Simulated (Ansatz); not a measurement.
Reaction (hydrogenolysis of a C–O bond): `O[CH2][SnH2][Cl]` + H₂ → `[CH3][SnH2][Cl]` + H₂O

Calculated with Ansatz (gas phase, PBE0-D4/def2-TZVP geometries, no zero-point term in ΔE). CCSD(T)/CBS adds triple-zeta CCSD(T) − MP2 to the extrapolated MP2 energy (def2 sets, frozen cores). This one scheme is used for every species. Functionals use def2-TZVPP. B3LYP here is the variant with VWN-RPA as its local correlation; programs differ in this. def2 core potentials past Kr. For Sn outer-core shells are correlated without core-valence functions, which leaves a few kJ/mol of doubt a bond. Each species was taken in one conformer, which may not be the lowest.

(1) Is it downhill or uphill in electronic energy at CCSD(T)/CBS, and by how much? (Estimate.)

(2) What do these levels give: r2SCAN-D4, B3LYP-D4, PBE0, B3LYP, MP2/def2-QZVPP, CCSD/CBS(def2)? (An estimate is asked.)

Largest T1 diagnostic among the species: 0.011.

## Answers

(1) Computed: Downhill: ΔE = -34.0 kcal/mol.

(2) The calculation gave: r2SCAN-D4 -32.1, B3LYP-D4 -31.5, PBE0 -33.3, B3LYP -32.6, MP2/def2-QZVPP -34.7, CCSD/CBS(def2) -34.8 kcal/mol.

In def2-TZVPP, CCSD(T) changes the Hartree–Fock value by +1.9 kcal/mol (the triples alone add +0.7 kcal/mol) and MP2 by +1.0 kcal/mol. The D4 term adds +1.1 kcal/mol with B3LYP and +0.6 kcal/mol with PBE0; it sums over pairs of atoms, weighted by their polarisabilities, and B3LYP, whose exchange is more repulsive, gets the larger term.
